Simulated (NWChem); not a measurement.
System: SnH₂, singlet; SMILES [SnH2]

The following NWChem deck was run.

```
start job
memory heap 200 mb stack 900 mb global 1100 mb
geometry units angstroms noautoz
  Sn     0.000000     0.000000     0.019422
  H      0.000000    -1.261879    -1.237156
  H      0.000000     1.261879    -1.237156
end
basis spherical
  * library def2-svp
end
ecp
  Sn library def2-ecp
end
dft
  xc xwpbe 1.00 cpbe96 1.0 hfexch 1.00
  cam 0.2 cam_alpha 0.0 cam_beta 1.0
  iterations 150
  vectors input atomic output neutral.movecs
end
task dft energy
charge 1
dft
  odft
  mult 2
  vectors input atomic output cation.movecs
end
task dft energy
```

Excerpt of the output:

```
             Northwest Computational Chemistry Package (NWChem) 7.3.0
             --------------------------------------------------------

 C2V symmetry detected

                             Geometry "geometry" -> ""
                             -------------------------

 Output coordinates in angstroms (scale by  1.889725989 to convert to a.u.)

  No.       Tag          Charge          X              Y              Z
 ---- ---------------- ---------- -------------- -------------- --------------
    1 Sn                  50.0000     0.00000000     0.00000000     0.04832992
    2 H                    1.0000     1.26187900     0.00000000    -1.20824808
    3 H                    1.0000    -1.26187900     0.00000000    -1.20824808

 Effective nuclear repulsion energy (a.u.)      29.9250152805

      Symmetry information
      --------------------

 Group name             C2v
 Group number             16
 Group order               4
 No. of unique centers     2

 Summary of "ao basis" -> "ao basis" (spherical)
 ------------------------------------------------------------------------------
       Tag                 Description            Shells   Functions and Types
 ---------------- ------------------------------  ------  ---------------------
 Sn                         def2-svp                10       26   4s4p2d
 H                          def2-svp                 3        5   2s1p

      Symmetry analysis of basis
      --------------------------

        a1         16
        a2          3
        b1         10
        b2          7

            General Information
            -------------------
          SCF calculation type: DFT
          Wavefunction type:  closed shell.
          No. of atoms     :     3
          No. of electrons :    24
           Alpha electrons :    12
            Beta electrons :    12
          Charge           :     0
          Spin multiplicity:     1
          Use of symmetry is: on ; symmetry adaption is: on
          Maximum number of iterations: 150
          AO basis - number of functions:    36
                     number of shells:    16
          Convergence on energy requested:  1.00D-06
          Convergence on density requested:  1.00D-05
          Convergence on gradient requested:  5.00D-04

              XC Information
              --------------
                     Hartree-Fock (Exact) Exchange  1.000
                     LC-wPBE(h)Exchange Functional  1.000
            Perdew 1991 LDA Correlation Functional  1.000 local
           PerdewBurkeErnz. Correlation Functional  1.000 non-local

           Range-Separation Parameters
           ---------------------------
           Alpha           :  0.00
           Beta            :  1.00
           Gamma           :  0.20
           Short-Range HF  :     F

             Grid Information
             ----------------
          Grid used for XC integration:  medium
          Radial quadrature: Mura-Knowles
          Angular quadrature: Lebedev.
          Tag              B.-S. Rad. Rad. Pts. Rad. Cut. Ang. Pts.
          ---              ---------- --------- --------- ---------
          Sn                  1.45      123           8.0       590
          H                   0.35       45           8.0       434
          Grid pruning is: on
          Number of quadrature shells:   168
          Spatial weights used:  Erf1

      Superposition of Atomic Density Guess
      -------------------------------------

 Sum of atomic energies:        -250.09430103

      Non-variational initial energy
      ------------------------------

 Total energy =    -214.213819
 1-e energy   =    -403.399972
 2-e energy   =     175.901726
 HOMO         =      -0.227123
 LUMO         =      -0.080562

      Symmetry analysis of molecular orbitals - initial
      -------------------------------------------------

  Numbering of irreducible representations:

     1 a1          2 a2          3 b1          4 b2

  Orbital symmetries:

     1 a1          2 b1          3 a1          4 b2          5 b1
     6 a1          7 a1          8 a2          9 b2         10 a1
    11 b1         12 a1         13 b2         14 b1         15 a1
    16 a1         17 b1         18 a1         19 b2         20 a1
    21 a2         22 b2

   convergence    iter        energy       DeltaE   RMS-Dens  Diis-err
 ---------------- ----- ----------------- --------- --------- ---------
 d= 0,ls=0.0,diis     1   -215.4416467387 -2.29D+02  1.72D-02  5.64D-02
 d= 0,ls=0.0,diis     2   -215.4565760438 -1.49D-02  1.62D-03  3.35D-03
 d= 0,ls=0.0,diis     3   -215.4571013990 -5.25D-04  9.28D-04  5.43D-04
 d= 0,ls=0.0,diis     4   -215.4571702615 -6.89D-05  8.02D-05  2.25D-05
 d= 0,ls=0.0,diis     5   -215.4571724060 -2.14D-06  2.51D-05  1.49D-07
 d= 0,ls=0.0,diis     6   -215.4571724482 -4.22D-08  7.80D-06  1.04D-08

         Total DFT energy =     -215.457172448234
      One electron energy =     -403.857609638103
           Coulomb energy =      193.852216735534
    Exchange-Corr. energy =      -18.736206108630
 Nuclear repulsion energy =       13.284426562965

 Numeric. integr. density =       24.000015151319

                  Occupations of the irreducible representations
                  ----------------------------------------------

                     irrep           alpha         beta
                     --------     --------     --------
                     a1                6.0          6.0
                     a2                1.0          1.0
                     b1                3.0          3.0
                     b2                2.0          2.0

                       DFT Final Molecular Orbital Analysis
                       ------------------------------------

 Vector   10  Occ=2.000000D+00  E=-5.408331D-01  Symmetry=a1
              MO Center= -8.4D-16, -1.5D-17, -4.2D-01, r^2= 2.0D+00
   Bfn.  Coefficient  Atom+Function         Bfn.  Coefficient  Atom+Function
  ----- ------------  ---------------      ----- ------------  ---------------
     3      0.748463  1 Sn s                  2     -0.295532  1 Sn s
     1     -0.261632  1 Sn s                  4      0.202733  1 Sn s
    27      0.176098  2 H  s                 32      0.176098  3 H  s
    13     -0.097201  1 Sn pz                28      0.071372  2 H  s
    33      0.071372  3 H  s                 10      0.034918  1 Sn pz

 Vector   11  Occ=2.000000D+00  E=-3.515029D-01  Symmetry=b1
              MO Center=  1.4D-15, -6.5D-17, -7.8D-01, r^2= 2.7D+00
   Bfn.  Coefficient  Atom+Function         Bfn.  Coefficient  Atom+Function
  ----- ------------  ---------------      ----- ------------  ---------------
    11      0.371902  1 Sn px                27      0.302078  2 H  s
    32     -0.302078  3 H  s                 28      0.217820  2 H  s
    33     -0.217820  3 H  s                 14      0.167737  1 Sn px
    20     -0.129145  1 Sn d  1               8     -0.126350  1 Sn px
     5     -0.118177  1 Sn px                25      0.058812  1 Sn d  1

 Vector   12  Occ=2.000000D+00  E=-2.951576D-01  Symmetry=a1
              MO Center= -1.0D-15, -2.6D-16,  5.4D-02, r^2= 3.1D+00
   Bfn.  Coefficient  Atom+Function         Bfn.  Coefficient  Atom+Function
  ----- ------------  ---------------      ----- ------------  ---------------
     3      0.432839  1 Sn s                 13      0.411122  1 Sn pz
     4      0.282211  1 Sn s                 16      0.271784  1 Sn pz
    27     -0.215529  2 H  s                 32     -0.215529  3 H  s
    28     -0.181683  2 H  s                 33     -0.181683  3 H  s
     2     -0.164433  1 Sn s                 10     -0.138055  1 Sn pz

 Vector   13  Occ=0.000000D+00  E=-5.200824D-02  Symmetry=b2
              MO Center= -3.4D-15,  1.1D-14,  2.5D-02, r^2= 3.4D+00
   Bfn.  Coefficient  Atom+Function         Bfn.  Coefficient  Atom+Function
  ----- ------------  ---------------      ----- ------------  ---------------
    15      0.601533  1 Sn py                12      0.531307  1 Sn py
     9     -0.173717  1 Sn py                 6     -0.161295  1 Sn py

 Vector   14  Occ=0.000000D+00  E= 7.568950D-02  Symmetry=b1
              MO Center=  9.1D-15, -3.8D-16,  1.0D-01, r^2= 4.7D+00
   Bfn.  Coefficient  Atom+Function         Bfn.  Coefficient  Atom+Function
  ----- ------------  ---------------      ----- ------------  ---------------
    14      1.084181  1 Sn px                28     -0.759182  2 H  s
    33      0.759182  3 H  s                 11      0.357233  1 Sn px
    27     -0.193861  2 H  s                 32      0.193861  3 H  s
    20      0.146350  1 Sn d  1               8     -0.110282  1 Sn px
     5     -0.102063  1 Sn px                25     -0.054711  1 Sn d  1

 Vector   15  Occ=0.000000D+00  E= 1.156586D-01  Symmetry=a1
              MO Center=  1.2D-14, -1.3D-15, -9.2D-02, r^2= 4.9D+00
   Bfn.  Coefficient  Atom+Function         Bfn.  Coefficient  Atom+Function
  ----- ------------  ---------------      ----- ------------  ---------------
    16      1.150368  1 Sn pz                28      1.001326  2 H  s
    33      1.001326  3 H  s                  3     -0.770698  1 Sn s
     4     -0.571629  1 Sn s                 13      0.310735  1 Sn pz
     2      0.215354  1 Sn s                 27      0.170443  2 H  s
    32      0.170443  3 H  s                  1      0.161177  1 Sn s

     Multipole analysis of the density
     ---------------------------------

     L   x y z        total         alpha         beta         nuclear
     -   - - -        -----         -----         ----         -------
     0   0 0 0     -0.000000    -12.000000    -12.000000     24.000000

     1   1 0 0     -0.000000     -0.000000     -0.000000      0.000000
     1   0 1 0     -0.000000     -0.000000     -0.000000      0.000000
     1   0 0 1      0.223455      1.390352      1.390352     -2.557249

     2   2 0 0    -21.189197    -16.280942    -16.280942     11.372687
     2   1 1 0      0.000000      0.000000      0.000000      0.000000
     2   1 0 1     -0.000000     -0.000000     -0.000000      0.000000
     2   0 2 0    -16.798108     -8.399054     -8.399054      0.000000
     2   0 1 1     -0.000000     -0.000000     -0.000000      0.000000
     2   0 0 2    -22.583805    -16.596922    -16.596922     10.610039

                                 NWChem DFT Module
                                 -----------------

      Symmetry analysis of basis
      --------------------------

        a1         16
        a2          3
        b1         10
        b2          7

            General Information
            -------------------
          SCF calculation type: DFT
          Wavefunction type:  spin polarized.
          No. of atoms     :     3
          No. of electrons :    23
           Alpha electrons :    12
            Beta electrons :    11
          Charge           :     1
          Spin multiplicity:     2
          Use of symmetry is: on ; symmetry adaption is: on
          Maximum number of iterations: 150
          This is a Direct SCF calculation.
          AO basis - number of functions:    36
                     number of shells:    16
          Convergence on energy requested:  1.00D-06
          Convergence on density requested:  1.00D-05
          Convergence on gradient requested:  5.00D-04

              XC Information
              --------------
                     Hartree-Fock (Exact) Exchange  1.000
                     LC-wPBE(h)Exchange Functional  1.000
            Perdew 1991 LDA Correlation Functional  1.000 local
           PerdewBurkeErnz. Correlation Functional  1.000 non-local

           Range-Separation Parameters
           ---------------------------
           Alpha           :  0.00
           Beta            :  1.00
           Gamma           :  0.20
           Short-Range HF  :     F

             Grid Information
             ----------------
          Grid used for XC integration:  medium
          Radial quadrature: Mura-Knowles
          Angular quadrature: Lebedev.
          Tag              B.-S. Rad. Rad. Pts. Rad. Cut. Ang. Pts.
          ---              ---------- --------- --------- ---------
          Sn                  1.45      123           8.0       590
          H                   0.35       45           8.0       434
          Grid pruning is: on
          Number of quadrature shells:   168
          Spatial weights used:  Erf1

      Superposition of Atomic Density Guess
      -------------------------------------

 Sum of atomic energies:        -250.09430103

 Renormalizing density from      24.00 to     23

      Non-variational initial energy
      ------------------------------

 Total energy =    -211.758580
 1-e energy   =    -386.591640
 2-e energy   =     161.548633
 HOMO         =      -0.570024
 LUMO         =      -0.419658

   Symmetry analysis of molecular orbitals - initial alpha
   -------------------------------------------------------

  Numbering of irreducible representations:

     1 a1          2 a2          3 b1          4 b2

  Orbital symmetries:

     1 a1          2 b1          3 a1          4 b2          5 b1
     6 a1          7 a1          8 a2          9 b2         10 a1
    11 b1         12 a1         13 b2         14 b1         15 a1
    16 a1         17 b1         18 a1         19 b2         20 a1
    21 a2         22 b2

   Symmetry analysis of molecular orbitals - initial beta
   ------------------------------------------------------

  Numbering of irreducible representations:

     1 a1          2 a2          3 b1          4 b2

  Orbital symmetries:

     1 a1          2 b1          3 a1          4 b2          5 b1
     6 a1          7 a1          8 a2          9 b2         10 a1
    11 b1         12 a1         13 b2         14 b1         15 a1
    16 a1         17 b1         18 a1         19 b2         20 a1
    21 a2         22 b2

   convergence    iter        energy       DeltaE   RMS-Dens  Diis-err
 ---------------- ----- ----------------- --------- --------- ---------
 d= 0,ls=0.0,diis     1   -215.0663456001 -2.28D+02  1.16D-02  2.13D-01
                                                     9.95D-03  1.96D-01
 d= 0,ls=0.0,diis     2   -215.1167339950 -5.04D-02  4.75D-03  4.76D-02
                                                     4.60D-03  4.80D-02
 d= 0,ls=0.0,diis     3   -215.1300440581 -1.33D-02  4.61D-04  1.64D-04
                                                     2.92D-04  6.81D-05
 d= 0,ls=0.0,diis     4   -215.1301706889 -1.27D-04  1.79D-04  1.07D-05
                                                     2.30D-04  2.22D-05
 d= 0,ls=0.0,diis     5   -215.1301953129 -2.46D-05  1.08D-04  1.83D-06
                                                     1.05D-04  1.50D-06
  Resetting Diis
 d= 0,ls=0.0,diis     6   -215.1302013651 -6.05D-06  4.26D-05  1.91D-07
                                                     4.33D-05  1.97D-07
 d= 0,ls=0.0,diis     7   -215.1302021375 -7.72D-07  9.00D-06  1.92D-08
                                                     6.14D-06  1.19D-08

         Total DFT energy =     -215.130202137532
      One electron energy =     -396.905853651513
           Coulomb energy =      186.973661252096
    Exchange-Corr. energy =      -18.482436301079
 Nuclear repulsion energy =       13.284426562965

 Numeric. integr. density =       23.000015219416

                  Occupations of the irreducible representations
                  ----------------------------------------------

                     irrep           alpha         beta
                     --------     --------     --------
                     a1                6.0          5.0
                     a2                1.0          1.0
                     b1                3.0          3.0
                     b2                2.0          2.0

                    DFT Final Alpha Molecular Orbital Analysis
                    ------------------------------------------

[...]
```

Level: LC-wPBE (HJS exchange hole, range parameter 0.2 per bohr)/def2-SVP with def2 effective core potentials on Sn, vertical spin-unrestricted ions. Low-valent species are run as closed-shell singlets; no triplet was tried in these runs. Structure relaxed at the PBE0/def2-SVP level. def2 effective core potentials on Sn; no spin-orbit coupling.
